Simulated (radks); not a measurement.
Results of a calculation; reference values are marked as such.
The technetium ion Tc11+ is in [Ar] 3d10 4s2 4p2. Code: a radial shooting solver on a logarithmic mesh with Libxc functionals. Model: scalar-relativistic Kohn-Sham, PBE, spin-polarised, spherical densities, finite nucleus; Fermi nuclear charge, rms radius of each element as measured or else 0.836 A^(1/3) + 0.57 fm. Open shells are filled with parallel spins first. One electron is removed from 3p, 4s, 3d, 4p in turn, with full relaxation. Which removal costs least, and what does each cost?

Answer. 4p 238.88 eV; 4s 266.93 eV; 3d 484.34 eV; 3p 648.82 eV. The 4p electron leaves first.
